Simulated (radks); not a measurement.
Initial-state core-level shifts of neutral sulfur when its valence configuration changes from [Ne] 3s2 3p4. All-electron calculation, non-relativistic Kohn-Sham, PBE, spin-polarised, spherical densities, point nucleus; open shells are filled with parallel spins first. Program: a radial shooting solver on a logarithmic mesh with Libxc functionals. Shifts are changes of the shell-averaged eigenvalues in eV (positive: less bound); the change of the density at the nucleus, which sets a Mossbauer isomer shift, is in e/bohr^3, on a base of 2674.

\begin{tabular}{lrrrr}
valence & 1s & 2s & 2p & density at nucleus \\ \hline
3s1.5 3p4.5 & -0.750 & -0.736 & -0.730 & -4.2709 \\
3s1 3p5 & -1.495 & -1.468 & -1.455 & -8.5645 \\
3p6 & -3.002 & -2.938 & -2.911 & -17.6637 \\
3s0.5 3p5.5 & -2.297 & -2.246 & -2.226 & -13.0924 \\
\end{tabular}
